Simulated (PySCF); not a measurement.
SMILES FC(c1ccc(C#C)cc1)(F)F (GFN2-xTB optimised geometry):

```
17

C     -2.061    -3.027    -0.006
C     -1.457    -1.990    -0.001
C     -0.747    -0.765     0.000
C     -1.440     0.446     0.001
C     -0.748     1.640     0.001
C      0.642     1.629    -0.004
C      1.395     2.927     0.028
F      0.729     3.934    -0.557
F      1.649     3.332     1.290
F      2.588     2.853    -0.583
C      1.341     0.428     0.000
C      0.649    -0.765     0.000
H     -2.588    -3.934    -0.006
H     -2.520     0.442     0.002
H     -1.279     2.580    -0.001
H      2.421     0.435    -0.002
H      1.181    -1.704     0.000
```

Level of theory: PBE/def2-SVP (PySCF).

Q: What are the frontier orbital energies and the dipole moment?

A: HOMO-2 -7.05 eV, HOMO-1 -6.99 eV, HOMO -6.27 eV, LUMO -2.34 eV, LUMO+1 -1.64 eV; dipole moment 2.14 D.

Meta-Löwdin charges at PBE/def2-SVP: C1 -0.18, C2 -0.03, C3 0.01, C4 -0.09, C5 -0.10, C6 -0.03, C7 0.70, F8 -0.24, F9 -0.25, F10 -0.24, C11 -0.10, C12 -0.09, H13 0.16, H14 0.12, H15 0.12, H16 0.12, H17 0.12.
